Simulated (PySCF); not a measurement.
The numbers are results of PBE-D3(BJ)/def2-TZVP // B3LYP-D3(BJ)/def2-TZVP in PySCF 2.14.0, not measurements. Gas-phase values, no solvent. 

Reference species (SMILES): `[CH3][In]([CH3])[CH3]` (neutral, multiplicity 1).

dipole moment: 0.01 D

Changed species: `[InH3]` (whole molecule; the reference has whole molecule).

### Question
What does the change do to the dipole moment?

### Answer
the dipole moment is nearly the same.
